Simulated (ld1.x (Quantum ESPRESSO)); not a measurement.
**V: excitation energies, all-electron against ultrasoft**

* Element: vanadium
* Generator: ld1.x (Quantum ESPRESSO) 7.5
* Type: ultrasoft
* Functional: LDA (PZ)
* Relativity: scalar-relativistic
* Frozen core: [Ar]
* Valence charge: 5
* Reference configuration: 3d3 4s1 4p0 (charge +1)
* Partial waves: 4s (bound): rcut 2.25, rcutus 3.10 bohr; 4s channel at 0.45 Ry: rcut 2.25, rcutus 3.10 bohr; 4p (bound, empty): rcut 2.80, rcutus 2.95 bohr; 4p channel at 2.45 Ry: rcut 2.80, rcutus 2.95 bohr; 3d (bound): rcut 1.65, rcutus 1.90 bohr; 3d channel at 2.75 Ry: rcut 1.65, rcutus 1.90 bohr
* Local potential: all-electron potential smoothed inside 2.40 bohr (lloc = -2)
* Core correction: Bessel-smoothed model core inside 1.85 bohr
* Augmentation charge: built from norm-conserving waves at rcut, not smoothed further

Energies are relative to the spin-unpolarised reference configuration 3d3 4s1 4p0; without spin polarisation the order of configurations can differ from experiment. Spin-polarised rows fill each open shell by Hund’s rule, majority spin first. Not all tests gave a result: test run stopped at test 9 of 9 (negative rho). The frozen-core shift is the all-electron ΔE with the core orbitals held at their reference shape minus the fully relaxed ΔE.

(1) Give the all-electron excitation energy and the error of the potential for: 3d3 4s2 4p0; 3d3 4s0 4p0; 3d2 4s0 4p0; 3d3 4s0 4p1; 3d3.5 4s1.5 4p0; 3d2 4s2 4p1; 3d4 4s0 4p0; 3d3 4s1 4p0 (spin-polarised).

Levels in the configuration 3d3 4s2 4p0:

| level | all-electron (eV) | pseudo (eV) |
| --- | --- | --- |
| 3d | -5.380 | -5.408 |
| 4s | -4.853 | -4.846 |

A Bessel basis up to 400 Ry misses an occupied level by 0.75 Ry, so cutoffs and ghosts were not judged.

## Answers

(1)

```tsv
valence configuration	charge	ΔE all-electron (eV)	error AE − PS (meV)	frozen-core shift (meV)
3d3 4s2 4p0	0	-7.941	-4.2	+0.6
3d3 4s0 4p0	+2	14.545	-15	+6.1
3d2 4s0 4p0	+3	43.704	-614	+534
3d3 4s0 4p1	+1	4.177	-4.0	+0.9
3d3.5 4s1.5 4p0	0	-7.914	-59	+28
3d2 4s2 4p1	0	-2.031	-491	+243
3d4 4s0 4p0	+1	-0.563	-334	+124
3d3 4s1 4p0 (spin-polarised)	+1	-2.369	+546	+2.7
```
